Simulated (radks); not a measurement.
Initial-state core-level shifts of the iridium ion Ir+ when its valence configuration changes from [Xe] 4f14 5d7 6s1. Calculated with a radial shooting solver on a logarithmic mesh with Libxc functionals: Dirac Kohn-Sham, PBEsol, spin-unpolarised, spherical densities, finite nucleus; open shells fill j = l - 1/2 first; Fermi nuclear charge, rms radius 5.4032 fm. Shifts are changes of the shell-averaged eigenvalues in eV (positive: less bound); the change of the density at the nucleus, which sets a Mossbauer isomer shift, is in e/bohr^3, on a base of 1.818e+06.

valence	1s	3d	4s	5p	density at nucleus
4f13.5 5d7.5 6s1	-5.559	-6.884	-6.138	-1.589	+63.5
4f14 5d8	+2.817	+2.955	+2.930	+2.671	-141.6
4f13 5d7 6s2	-14.511	-17.361	-15.750	-6.172	+298.9
4f14 5d6 6s2	-3.077	-3.224	-3.188	-2.855	+163.5
4f14 5d6 6s1 6p1	-4.360	-4.498	-4.467	-4.114	+30.6
4f14 5d5 6s1 6p2	-8.871	-9.165	-9.087	-8.271	+66.8
4f13 5d6 6s2 6p1	-19.273	-22.279	-20.611	-10.552	+350.6
4f14 5d6.5 6s1.5	-1.508	-1.580	-1.563	-1.407	+78.8
4f13 5d6 6p3	-22.235	-25.201	-23.543	-13.413	+32.2
